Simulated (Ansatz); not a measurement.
`C[B](Cl)[InH2]` + `[F][GeH3]` → `[F][GeH2][InH2]` + `CBCl`  (formal exchange of groups at the In–B bond)

Calculated with Ansatz (gas phase, PBE0-D4/def2-TZVP geometries, no zero-point term in ΔE). CCSD(T)/CBS adds triple-zeta CCSD(T) − MP2 to the extrapolated MP2 energy (def2 sets, frozen cores). Functionals use def2-TZVPP. B3LYP here is the variant with VWN-RPA as its local correlation; programs differ in this. HSE06 is defined as in plane-wave codes. Elements past krypton have def2 core potentials. For Ge, In outer-core shells are correlated without core-valence functions, which leaves a few kJ/mol of doubt a bond. Scalar relativity is left out up to krypton.

`C[B](Cl)[InH2]`:

```xyz
9

C     1.293    0.615    0.543
B     0.378   -0.147   -0.457
Cl    1.078   -0.641   -2.003
In   -1.814   -0.648   -0.203
H     2.362    0.494    0.352
H     1.057    1.684    0.427
H     1.075    0.378    1.587
H    -3.081    0.429   -0.689
H    -2.348   -2.164    0.444
```

`[F][GeH3]`:

```xyz
5

F     1.205    0.792    0.804
Ge   -0.066   -0.044   -0.044
H    -0.175   -1.429    0.603
H    -1.335    0.795    0.150
H     0.372   -0.114   -1.512
```

`[F][GeH2][InH2]`:

```xyz
7

F     0.457    1.938   -1.163
Ge   -0.095    0.273   -1.058
In    0.085   -0.498    1.435
H    -1.526    0.305   -1.638
H     0.805   -0.494   -2.052
H     0.673    0.582    2.638
H    -0.399   -2.106    1.838
```

`CBCl`:

```xyz
7

C    -0.153    0.703    0.028
B     0.109   -0.823    0.050
Cl    1.274   -1.571   -1.020
H     0.461    1.264   -0.677
H    -0.012    1.112    1.035
H    -1.211    0.879   -0.203
H    -0.468   -1.565    0.786
```

```csv
level,ΔE (kJ/mol),difference from CCSD(T)/CBS
LDA (SPW92),-57.8,1.2
PBE-D4,-61.5,-2.5
revPBE-D4,-59.0,0.0
BLYP-D4,-65.0,-6.0
r2SCAN-D4,-62.4,-3.4
B97M-V,-57.8,1.2
PBE0-D4,-62.5,-3.5
B3LYP-D4,-66.0,-7.0
r2SCANh-D4,-63.0,-4.0
r2SCAN0-D4,-63.9,-4.9
HSE06-D4,-62.6,-3.6
ωB97X-V,-61.2,-2.2
ωB97M-V,-62.8,-3.8
B2PLYP,-64.5,-5.5
PBE-QIDH,-60.3,-1.3
revPBE,-64.4,-5.4
BLYP,-69.9,-10.9
r2SCAN,-63.0,-4.0
PBE0,-64.5,-5.5
B3LYP,-69.8,-10.8
r2SCANh,-63.7,-4.7
r2SCAN0,-64.6,-5.6
HSE06,-64.5,-5.5
BHLYP,-70.6,-11.6
CAM-B3LYP,-66.6,-7.6
RPA@PBE/def2-TZVPP,-52.5,6.5
HF/def2-SVP,-69.3,-10.3
MP2/def2-SVP,-59.3,-0.3
CCSD/def2-SVP,-60.8,-1.8
CCSD(T)/def2-SVP,-59.1,-0.1
HF/def2-TZVPP,-70.9,-11.9
MP2/def2-TZVPP,-54.9,4.1
SCS-MP2/def2-TZVPP,-56.6,2.4
CCSD/def2-TZVPP,-58.0,1.0
HF/def2-QZVPP,-70.5,-11.5
MP2/def2-QZVPP,-56.7,2.3
SCS-MP2/def2-QZVPP,-57.8,1.2
HF/CBS(def2),-70.5,-11.5
MP2/CBS(def2),-58.2,0.8
CCSD/CBS(def2),-61.4,-2.4
CCSD(T)/CBS,-59.0,0
```

Largest T1 diagnostic among the species: 0.014.

The D4 term adds +3.8 kJ/mol with B3LYP and +2.0 kJ/mol with PBE0; it sums over pairs of atoms, weighted by their polarisabilities, and B3LYP, whose exchange is more repulsive, gets the larger term. Leaving LDA and LC-ωPBE aside and taking each functional with its dispersion term where it has one, the values, not all of them listed here, spread over 9.8 kJ/mol, from BHLYP-D4 to B97M-V. LDA lies +5.9 kJ/mol from PBE without D4.
